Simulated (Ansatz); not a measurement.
Geometry optimisation, Ansatz 0.2.0, RKS PBE/def2-SVP.

Input:

```yaml
crystal:
  periodic: [false, false, false]
  atoms:
    - { symbol: Ti, position_ang: [0.209909, -0.04533, -0.14601] }
    - { symbol: Cl, position_ang: [0.807662, 0.049942, 2.111804] }
    - { symbol: F, position_ang: [1.667645, 0.121421, -1.103823] }
    - { symbol: "N", position_ang: [-0.93759, 1.375372, -0.591879] }
    - { symbol: H, position_ang: [-1.793173, 1.334995, -1.155117] }
    - { symbol: H, position_ang: [-0.702927, 2.350232, -0.365878] }
    - { symbol: "N", position_ang: [-0.562595, -1.651038, -0.692637] }
    - { symbol: H, position_ang: [-1.336539, -2.136935, -0.223113] }
    - { symbol: H, position_ang: [-0.207062, -2.211802, -1.475742] }
    - { symbol: Si, position_ang: [-3.102826, 0.170065, 1.415251] }
    - { symbol: H, position_ang: [-3.35277, -0.409608, 0.049432] }
    - { symbol: H, position_ang: [-4.12917, -0.422235, 2.345715] }
    - { symbol: H, position_ang: [-3.297677, 1.656337, 1.374558] }
    - { symbol: H, position_ang: [-1.747188, -0.181417, 1.88204] }
basis:
  gaussian: { orbitals: def2-SVP }
hamiltonian:
  xc: pbe
relax:
  f_tol: 0.03
  max_steps: 50
```

Command:

```bash
$ ansatz run input.yaml --threads 4 --pin off --max-ram 5120MiB --backend cpu --events-out ev --progress --plain --runs-dir out
```

Task: Where does it end, and by what steps?

Result: The forces met the threshold. The force dipped under the threshold on the way, but the program's further checks kept it going. After 16 steps the energy has fallen by 0.181 eV; H14 moved furthest, 0.97 Å.

```csv
step,energy less start (eV),largest force component (eV/Å),accepted
0,0.0000,0.962,yes
1,-0.1244,0.226,yes
2,-0.1461,0.117,yes
3,-0.1469,0.369,yes
4,-0.1644,0.083,yes
5,-0.1670,0.079,yes
6,-0.1704,0.063,yes
7,-0.1727,0.067,yes
8,-0.1740,0.051,yes
9,-0.1754,0.086,yes
10,-0.1766,0.076,yes
11,-0.1780,0.077,yes
12,-0.1787,0.080,yes
13,-0.1794,0.067,yes
14,-0.1802,0.034,yes
15,-0.1807,0.018,yes
16,-0.1810,0.029,yes
```

```xyz
14
Properties=species:S:1:pos:R:3
Ti 0.455 -0.137 -0.306
Cl 0.827 -0.434 1.879
F 1.906 0.419 -1.131
N -0.909 1.134 -0.537
H -1.803 1.000 -1.018
H -0.812 2.113 -0.241
N -0.179 -1.698 -1.098
H -0.812 -2.356 -0.625
H 0.151 -2.095 -1.985
Si -3.449 0.413 1.700
H -3.390 -0.641 0.625
H -4.643 0.135 2.573
H -3.631 1.765 1.063
H -2.197 0.381 2.526
```

Whether the end is a true minimum wasn't checked by a vibrational analysis.

The run took 35 s on 4 threads of Intel(R) Xeon(R) Platinum 8488C (Sapphire Rapids), with other jobs on the host, peak memory 0.26 GiB.
